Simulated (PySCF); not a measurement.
Manganese: a sound run and one with changed settings

Sound run: Mn²⁺ [Ar] 3d5, Mn³⁺ [Ar] 3d4. Calculation: PySCF 2.14, in def2-SVP (5s3p2d1f, 31 functions); the non-relativistic Hamiltonian (point nucleus). The sound run starts from symmetry-adapted Hartree-Fock orbitals and uses a fine grid where one is needed.

Changed run: radial step 1.2 in ln r (0.13 in the sound run). This setting is unsound on purpose.

```json
{"species": "Mn²⁺", "method": "UHF", "sound run (hartree)": "-1148.94224", "changed run (hartree)": "-1148.94224", "converged": "yes"}
{"species": "Mn²⁺", "method": "LDA", "sound run (hartree)": "-1147.57604", "changed run (hartree)": "-1140.97806", "converged": "yes"}
{"species": "Mn²⁺", "method": "r2SCAN", "sound run (hartree)": "-1149.96442", "changed run (hartree)": "-1141.68327", "converged": "yes"}
{"species": "Mn³⁺", "method": "UHF", "sound run (hartree)": "-1147.72974", "changed run (hartree)": "-1147.72974", "converged": "yes"}
{"species": "Mn³⁺", "method": "LDA", "sound run (hartree)": "-1146.28771", "changed run (hartree)": "-1139.58728", "converged": "yes"}
{"species": "Mn³⁺", "method": "r2SCAN", "sound run (hartree)": "-1148.69501", "changed run (hartree)": "-1140.29406", "converged": "yes"}
```

Ionisation energy of Mn²⁺:

| method | sound run (eV) | changed run (eV) |
| --- | --- | --- |
| UHF | 32.994 | 32.994 |
| LDA | 35.057 | 37.845 |
| r2SCAN | 34.542 | 37.802 |

A coarse radial grid mis-integrates the density and the exchange-correlation energy, with errors of either sign; Hartree-Fock needs no grid.

For comparison, NIST gives 33.668 ± 0.012 eV between the lowest levels.
